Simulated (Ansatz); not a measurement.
`S[SiH]1CC1`, relaxed with RKS PBE-D4/def2-SVP in the Gaussian-basis code of Ansatz from a rough embedded geometry. The force threshold is 0.03 eV/Å; the program also tests the step.

The species carries charge 0 and has multiplicity 1.

Start:

```xyz
10

S     0.402   -0.925    2.059
Si    0.783   -0.257    0.121
C    -0.610   -0.438   -0.998
C    -0.735    0.934   -0.295
H     1.719   -1.223    2.401
H     1.998    0.565   -0.123
H    -0.424   -0.391   -2.073
H    -1.408   -1.131   -0.735
H    -1.360    1.067    0.488
H    -0.365    1.800   -0.846
```

(1) By how much does the energy fall, and how many steps does the optimiser take? (Best estimate.)

(2) Which bonds change most? (Estimate.)

(3) Give the relaxed structure. (Estimate.)

Results:

(1) Ansatz gave: 77.18 kJ/mol, in 10 steps, 2 of them rejected.

(2) Ansatz gave: Si2–C4 from 1.974 to 1.871 Å; C4–H9 from 1.011 to 1.103 Å; Si2–C3 from 1.797 to 1.874 Å; S1–Si2 from 2.085 to 2.146 Å.

(3) Computed: 
```xyz
10

S     0.726   -0.623    2.322
Si    0.792    0.094    0.300
C    -0.525   -0.425   -0.928
C    -0.739    0.980   -0.311
H     1.335   -1.815    2.059
H     2.127    0.531   -0.209
H    -0.263   -0.469   -1.999
H    -1.239   -1.211   -0.628
H    -1.593    1.091    0.379
H    -0.621    1.847   -0.983
```
